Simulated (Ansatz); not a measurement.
C₂H₅ClOSi, SMILES Cl[SiH2]OC=C.

The structure is a stationary point at B3LYP-D3(BJ)/def2-SVP. A frequency run showed that this geometry is not a minimum. This is a generated structure with no PubChem entry under its InChIKey; it may be hypothetical. Other conformers were not sampled.

Two levels are set side by side: PBE/def2-SVPD (Ansatz, a quantum-chemistry and plane-wave program) and CAM-B3LYP/def2-SVPD (Ansatz). Energy differences of separate SCF runs at the same geometry; the states with an electron removed or added have multiplicity 2 and 2. Differences are taken from unrounded values.

```tsv
quantity	CAM-B3LYP	PBE	PBE minus CAM-B3LYP
vertical ionisation energy (eV)	9.42	9.13	-0.29
vertical singlet–triplet gap (eV)	4.18	4.24	0.07
```
